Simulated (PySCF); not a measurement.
Structure with atom numbers: `[BH2:1][CH2:2][CH2:3][CH:4]=[CH2:5]`; H(Xn) means a hydrogen on atom n. Ha(C5) is cis to C3; Hb(C5) is trans to C3.

Geometry: PBE0-D3(BJ)/def2-SVP; GIAO shifts from PySCF, gas phase, non-relativistic, averaged over equivalent atoms.

At B3LYP/pcSseg-1 (130 basis functions, 6.5 s wall time on 1 thread of an Intel Xeon 6975P-C, shared host):
```
 atoms  δ (ppm)
    B1     92.5
    C4    151.7
    C5    120.4
    C3     38.3
    C2     37.9
 H(B1)     7.63
 H(C4)     5.96
Ha(C5)     5.24
Hb(C5)     5.08
 H(C3)     2.32
 H(C2)     1.71
```

Chemical shifts δ = σref − σ; ¹¹B (σref 97.83) against BF3·OEt2; ¹³C (σref 179.24) and ¹H (σref 31.38) against TMS, all at this level.

Problem. What do these become at WP04/pcSseg-1?

Solution. 
| atoms | δ at WP04/pcSseg-1 | change |
| --- | --- | --- |
| B1 | 84.0 | -8.5 |
| C4 | 148.3 | -3.4 |
| C5 | 119.8 | -0.6 |
| C3 | 36.9 | -1.4 |
| C2 | 32.4 | -5.5 |
| H(B1) | 6.61 | -1.02 |
| H(C4) | 5.64 | -0.32 |
| Ha(C5) | 5.01 | -0.23 |
| Hb(C5) | 4.92 | -0.16 |
| H(C3) | 2.18 | -0.14 |
| H(C2) | 1.50 | -0.21 |

References, each an isolated molecule treated in the same way: BF3·OEt2 for ¹¹B (95.72 ppm); ¹³C (172.44 ppm), ¹H (31.56 ppm) against TMS.

The largest change is at B1 (boron bonded to C, 2 H). Cost: 130 basis functions, 6.5 s wall time on 1 thread of an Intel Xeon 6975P-C, shared host. The order of the carbon signals is the same at both levels.

A carbon bonded to boron is broadened by the quadrupolar boron nucleus and is often missing from a measured spectrum.
